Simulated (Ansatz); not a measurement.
Reaction (ligand exchange at a Ge–O bond): `Cl[SiH](Cl)[O][GeH3]` + `OC(O)=S` → `OC(=S)[O][GeH3]` + `O[SiH](Cl)Cl`

Computed with Ansatz on PBE0-D4/def2-TZVP structures; ΔE is electronic, products minus reactants. CCSD(T)/CBS is the MP2 limit (def2-TZVPP, def2-QZVPP) plus CCSD(T) − MP2 in def2-TZVPP, frozen cores. This one scheme is used for every species. DFT in def2-TZVPP. B3LYP here is the variant with VWN-RPA as its local correlation; programs differ in this. For Ge outer-core shells are correlated without core-valence functions, which leaves a few kJ/mol of doubt a bond. Scalar relativity is left out up to krypton. One conformer a species, not always the lowest.

```
             level  ΔE (kJ/mol)  difference from CCSD(T)/CBS
           PBE0-D4         10.0                          0.2
          B3LYP-D4          9.7                         -0.1
           ωB97X-V         10.3                          0.5
           ωB97M-V          9.8                          0.0
            B2PLYP          8.3                         -1.5
               PBE          6.1                         -3.7
            r2SCAN          8.3                         -1.5
              PBE0          8.6                         -1.2
             B3LYP          7.5                         -2.3
     HF/def2-TZVPP         13.2                          3.4
    MP2/def2-TZVPP          9.7                         -0.1
SCS-MP2/def2-TZVPP         10.8                          1.0
   CCSD/def2-TZVPP         11.1                          1.3
    MP2/def2-QZVPP          9.7                         -0.1
SCS-MP2/def2-QZVPP         10.8                          1.0
    CCSD/CBS(def2)         10.7                          0.9
       CCSD(T)/CBS          9.8                            0
```

Largest T1 diagnostic among the species: 0.016.

CCSD(T)/CBS has its own doubt, a few kJ/mol and more with outer-core shells, so smaller differences from it don't rank the levels.
